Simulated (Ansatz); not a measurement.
`S[Si](S)(S)Cl`. The species carries charge 0 and has multiplicity 1.

| atom | x (Å) | y (Å) | z (Å) |
| --- | --- | --- | --- |
| S1 | 1.245 | 1.463 | -0.911 |
| Si2 | -0.171 | 0.267 | 0.116 |
| S3 | -1.600 | -0.147 | -1.394 |
| S4 | 0.650 | -1.460 | 1.036 |
| Cl5 | -0.998 | 1.251 | 1.715 |
| H6 | 2.060 | 1.532 | 0.156 |
| H7 | -2.309 | -0.960 | -0.592 |
| H8 | 1.124 | -1.945 | -0.126 |

Task: Give the diagnostics of a CCSD(T)/def2-TZVPP run (frozen core, Ansatz 0.2.0). (An estimate is asked.)

Result: The calculation gave: T1 = 0.0110, largest single amplitude 0.017, largest double 0.024, (T) share of the correlation energy 4.6 %, 8 CCSD cycles. The RHF solution is stable towards an unrestricted one. T1 lies under the customary mark of 0.02 for closed shells.
